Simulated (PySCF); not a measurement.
## S: excitation energy

S [Ne] 3s2 3p4 (3P) → S [Ne] 3s2 3p3 3d1 (5D), as a difference of total energies. All numbers are calculated (PySCF 2.14, scalar relativity by spin-free X2C-1e, in aug-cc-pCVTZ-DK with one added diffuse shell each of s, p, d, f type (9s8p6d4f, 91 functions)). Correlated levels: valence: [Ne] frozen; valence and next inner shell: 1s2 frozen; nothing frozen. The calculations carry no spin-orbit coupling.

```
                                method  excitation energy (cm⁻¹)
                                   UHF                     61887
                                   PBE                     65182
                                  PBE0                     66127
                                r2SCAN                     66487
                                  BP86                     66036
                                  PW91                     65572
                                 B97-3                     67761
                             CAM-B3LYP                     68864
                         MP2 (valence)                     66571
                     SCS-MP2 (valence)                     67964
SCS-MP2 (valence and next inner shell)                     68019
                   MP2 (all electrons)                     66678
               SCS-MP2 (all electrons)                     68027
```

Question: Estimate what LDA gives.

Answer: 66622 cm⁻¹, closest to MP2 (valence) among the rows shown.

Question: Estimate what MP2 (valence and next inner shell) gives.

Answer: 66665 cm⁻¹, closest to MP2 (all electrons) among the rows shown.

Errors of the correlated levels include the incompleteness of this basis and the frozen core.

For comparison: 67689 cm⁻¹ (measured; NIST levels, between the centres of gravity of the two terms).
